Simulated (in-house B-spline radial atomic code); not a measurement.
RPA and G0W0 on r2SCAN0: the potassium ion K⁺

Configuration [Ne] 3s2 3p6, mean-field start r2SCAN0. Computed with a B-spline radial code for spherical atoms: all electrons, scalar-relativistic (spin-free one-electron X2C), finite nucleus, each spin shell either full or empty, empty states to l = 9 with an (l + 1/2)⁻⁴ tail; G0W0 by contour deformation at full frequency.

Command:
```bash
python run_gw.py task.json out
```
Settings (radii: box in bohr, nucleus in fm):
```
Z                        19
electrons                18
configuration            [Ne] 3s2 3p6
hamiltonian              x2c
method                   r2scan0
lmax                     9
rms_radius               3.4349
spin_polarised           False
box_radius               23.78
intervals                71
```

Run time, properties included: 1.9 s on 1 thread of Arm Neoverse N1 (shared host).

Energies (hartree):

| term | value |
| --- | --- |
| mean-field total | -602.03795 |
| Hartree-Fock functional on these orbitals | -601.31311 |
| direct second order | -1.2439 |
| second-order exchange | 0.42152 |
| SOSEX correction | 0.38323 |

Q: What is the RPA correlation energy, and what remains with SOSEX?

A: RPA gives -1.0832 hartree (-1.64 eV per electron); RPA + SOSEX gives -0.69993, and the second-order doubles -0.82241 hartree (no singles). RPA lacks exchange-type terms and so overcorrelates at short range.

Quasi-particle levels (eV):

| level | occupied | mean field | Σx - vxc | Σc | QP weight | G0W0 |
| --- | --- | --- | --- | --- | --- | --- |
| 3p | yes | -27.286 | -4.42 | ? | ? | ? |
| 4s | no | -4.811 | 0.99 | -0.47 | 0.990 | -4.287 |

G0W0 = mean field + (Σx - vxc) + Σc, with Σc (partial-wave tail included) taken at the quasi-particle energy. Only the outer levels were computed. Levels of low weight are left out.

Q: Where does G0W0 put 3p?

A: At -31.77 eV, with Σc = -0.06 eV and a quasi-particle weight of 0.927. The tabulated removal energy is 31.625 eV (NIST, measured); the calculation leaves out spin-orbit coupling, Breit and QED terms, and what these don't explain is the method's own error.
